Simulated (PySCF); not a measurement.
## HPdN: from structure and modes to constants

Computed with UPBE0/[Pd def2-TZVP with ECP28, N def2-TZVP, H def2-TZVP], scalar-relativistic core potentials, density fitting, no spin–orbit coupling, PySCF.

The triplet minimum has Cs symmetry. Masses (u): Pd 105.90348, N 14.00307, H 1.00782.

```xyz
3
charge 0 multiplicity 3, angstrom
Pd    0.1420    0.0000   -0.1488
N    -1.1638    0.0000    1.0673
H     1.2317    0.0000    0.9438
```

Harmonic wavenumbers (cm⁻¹): 540.5 (a', ×1), 696.6 (a', ×1), 2058.6 (a', ×1).

(1) What is the harmonic zero-point energy?

(2) Find the vibrational entropy and heat capacity at 298.15 K.

(3) Give the standard entropy (298.15 K, 1 bar) by its translational, rotational, vibrational and spin parts, and Cp.

Results:

(1) Half the sum of all 3 wavenumbers, 3296/2 = 1648 cm⁻¹, which is 19.7 kJ/mol (1 cm⁻¹ = 0.0119627 kJ/mol).

(2) With u = 1.43878 ω/T, each mode gives S = R[u/(eᵘ−1) − ln(1−e⁻ᵘ)] and C = R u² eᵘ/(eᵘ−1)².
```tsv
ω (cm⁻¹)	u	S (J/(mol K))	C (J/(mol K))
540.5	2.608	2.36	4.86
696.6	3.362	1.30	3.50
2058.6	9.934	0.00	0.04
```
The sums over all modes are S = 3.7 and C = 8.4 J/(mol K); the softest mode gives 64 % of the entropy.

(3) Sackur–Tetrode with M = 120.91 u gives 168.7; rotation with symmetry number 1 gives 82.9; vibration 3.7; spin R ln 3 = 9.1. The total is 264.4 J/(mol K), and Cp = 4 R + 8.4 = 41.6 J/(mol K).

This need not be the most stable arrangement of these atoms. Other spin states or occupations of the open shell can lie lower.
